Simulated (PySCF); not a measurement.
Partial charges of `CC(=S)C1=C[SiH2][C@H]2C[C@@H]1C2`

Compound: C₈H₁₂SSi.
Geometry (GFN2-xTB, Å), atoms numbered from 1 in this order:
```
atom  x, y, z in Å
C1     3.109   -0.332    0.681
C2     2.107    0.327   -0.212
S3     2.661    1.317   -1.399
C4     0.691    0.079   -0.013
C5     0.234   -0.701    0.990
Si6   -1.615   -1.004    1.183
C7    -2.202    0.053   -0.275
C8    -1.453    1.393   -0.204
C9    -0.293    0.714   -0.955
C10   -1.320   -0.305   -1.482
H11    4.114   -0.054    0.374
H12    2.962   -0.023    1.717
H13    3.012   -1.417    0.633
H14    0.930   -1.156    1.678
H15   -2.096   -0.501    2.472
H16   -1.918   -2.425    0.991
H17   -3.276    0.099   -0.448
H18   -1.921    2.167   -0.810
H19   -1.223    1.797    0.781
H20    0.222    1.316   -1.701
H21   -0.978   -1.336   -1.575
H22   -1.754    0.014   -2.428
```

Density: PBE0/pcSseg-1 (PySCF); schemes: Mulliken, IAO, Hirshfeld and ESP-fitted. Isolated species at its GFN2-xTB geometry (one conformer only).

Problem. Atoms with like bonding are taken together and averaged. Which atoms carry the lowest charge in the Mulliken, IAO, Hirshfeld and ESP-fitted schemes?

Solution. The schemes don't all agree: Mulliken C7 (-0.514); IAO C1 (-0.434); Hirshfeld C1 (-0.123); ESP-fitted C8/C10 (-0.422).

Problem. For which atoms does the sign change between the 4 schemes (beyond +0.03 e in one, beyond −0.03 e in another)?

Solution. C2, C7, C9 and H20. Atomic charges aren't observables, and each scheme defines them in its own way.

Problem. What partial charge does each atom carry?

Solution. In e; atoms taken as equivalent share a row and are averaged (×n: the atom named and its like, n in all):

```csv
atom,environment,Mulliken,IAO,Hirshfeld,ESP-fitted
C1,methyl carbon,-0.151,-0.434,-0.123,-0.292
C2,thiocarbonyl carbon,-0.349,-0.032,+0.050,+0.159
S3,thiocarbonyl sulfur,-0.056,-0.088,-0.095,-0.212
C4,fully substituted alkene carbon,-0.065,+0.016,+0.011,-0.083
C5,alkene CH carbon,-0.283,-0.410,-0.119,-0.205
Si6,SiH2 silicon,+0.691,+0.747,+0.337,+0.265
C7,sp3 carbon bound to silicon,-0.514,-0.382,-0.115,+0.047
C8/C10,four-membered-ring carbon,-0.064,-0.254,-0.070,-0.422
C9,sp3 carbon at a ring junction,-0.288,-0.127,-0.040,+0.345
H11/H12/H13,methyl hydrogen,+0.143,+0.163,+0.049,+0.102
H14,vinylic hydrogen,+0.103,+0.150,+0.042,+0.128
H15/H16,Si–H hydrogen,-0.067,-0.119,-0.075,-0.066
H17,methine hydrogen,+0.127,+0.136,+0.033,+0.051
H18/H22,methylene hydrogen,+0.118,+0.141,+0.044,+0.145
H19/H21,methylene hydrogen,+0.128,+0.125,+0.031,+0.111
H20,methine hydrogen,+0.127,+0.150,+0.015,-0.043
```

Mean size of the charges over all atoms: IAO 0.202 e, Mulliken 0.179 e, ESP-fitted 0.165 e, Hirshfeld 0.071 e. Each set sums to the total charge, 0, to within 0.001 e. The Mulliken scheme gives each basis function's population to the atom it is centred on and halves the overlap population of two atoms between them. The Hirshfeld scheme divides the density at each point in proportion to the densities of the neutral, spherically averaged free atoms.

Some averages cover members that differ in this geometry: H11/H12/H13, ESP-fitted +0.068 to +0.119 e.

Problem. How closely do the schemes follow one another over all atoms?

Solution. Correlation coefficient and root-mean-square difference: IAO with Hirshfeld 0.95, 0.168 e; Mulliken with IAO 0.88, 0.123 e; Mulliken with Hirshfeld 0.81, 0.168 e; IAO with ESP-fitted 0.64, 0.200 e; Hirshfeld with ESP-fitted 0.63, 0.158 e; Mulliken with ESP-fitted 0.29, 0.262 e.

Problem. How many electrons does the ESP-fitted scheme count on C4?

Solution. Z − q = 6 − (-0.083) ≈ 6.082.
